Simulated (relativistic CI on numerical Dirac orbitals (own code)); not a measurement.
How well does a small relativistic CI reproduce Sc6+?

Calculated at this level of theory: Dirac-Coulomb-Breit CI, KLI orbitals optimised for each configuration, model QED, unscaled Slater integrals (own radial code, finite nucleus).

CI space (outside the closed core [Ne]): 3s2 3p3, 3s 3p4, 3s2 3p2 3d, 3p5, 3s 3p3 3d, 3p4 3d, 3s2 3p2 4s, 3s 3p2 3d2, 3s2 3p2 4p, 3s2 3p2 4d, 3s2 3p2 4f, 3s 3p3 4s, 3s2 3p2 5s, 3s2 3p2 5p, 3s 3p3 4p, 3s2 3p2 5d, 3s2 3p2 5f, 3s 3p3 4d, 3s2 3p2 5g, 3s2 3p2 6s, 3s2 3p2 6p, 3s2 3p 3d 4p, 3s 3p3 4f, 3s2 3p2 6d, 3s 3p3 5s, 3p4 4s, 3s 3p3 5p, 3s 3p2 3d 4s, 3s 3p3 5d, 3p4 4p, 3s 3p3 5f, 3s 3p3 5g, 3s 3p3 6s, 3s2 3p 3d2, 3s2 3d3, 3s 3p 3d3, 3s2 3d2 4s, 3s2 3d2 4p, 3s2 3d2 4d, 3p3 3d2, 3p2 3d3, 3p2 3d2 4s, 3p2 3d2 4p, 3p2 3d2 4d, 3s2 3p 3d 4s, 3s 3p 3d2 4s, 3s2 3d 4s2, 3s2 3d 4s 4p, 3s2 3d 4s 4d. Double excitations out of closed p, d and f shells are left out; levels of such configurations are missing from the list, as are those of other unlisted configurations, and high levels can miss mixing partners. These lack a partner that the ground configuration has and come out too high: 3s2 3p2 4f, 3s2 3p2 5s, 3s2 3p2 5p, 3s 3p3 4p, 3s2 3p2 5d.

| Configuration | Term (tabulated) | J | Measured (cm⁻¹) | Computed | Error | Purity (%) |
| --- | --- | --- | --- | --- | --- | --- |
| 3s2 3p3 | 4S° | 3/2 | 0.0 | 0 | 0 | 96 |
| 3s 3p4 | 4P | 5/2 | 175055.0 | 174424 | -631 | 87 |
| 3s 3p4 | 4P | 3/2 | 177776.5 | 177094 | -683 | 87 |
| 3s 3p4 | 4P | 1/2 | 179197.3 | 178509 | -688 | 87 |
| 3s2 3p2 3d | 4P | 1/2 | 337224.0 | 344953 | 7729 | 83 |
| 3s2 3p2 4s | 4P | 1/2 | 541691.0 | 539905 | -1786 | 94 |
| 3s2 3p2 4s | 4P | 3/2 | 543600.0 | 541864 | -1736 | 94 |
| 3s2 3p2 4s | 4P | 5/2 | 546469.0 | 544666 | -1803 | 94 |

Measured levels from Sugar and Corliss, J. Phys. Chem. Ref. Data 9, 473 (1980); pairs were made by configuration, J and term (by order where the table uses no LS term), so strongly mixed levels may be paired wrongly. Some J values or terms of the table were assigned by a fit.

Mean error by configuration (cm⁻¹): 3s 3p4 -667; 3s2 3p2 3d 7729; 3s2 3p2 4s -1775. Over the excited levels the mean absolute error is 2151 cm⁻¹ (7 of the 7 excited levels that our extract of the source holds in range could be paired), and the median relative error of those above 1,000 cm⁻¹ is 0.36 %. Some levels of the ground configuration have no partner.
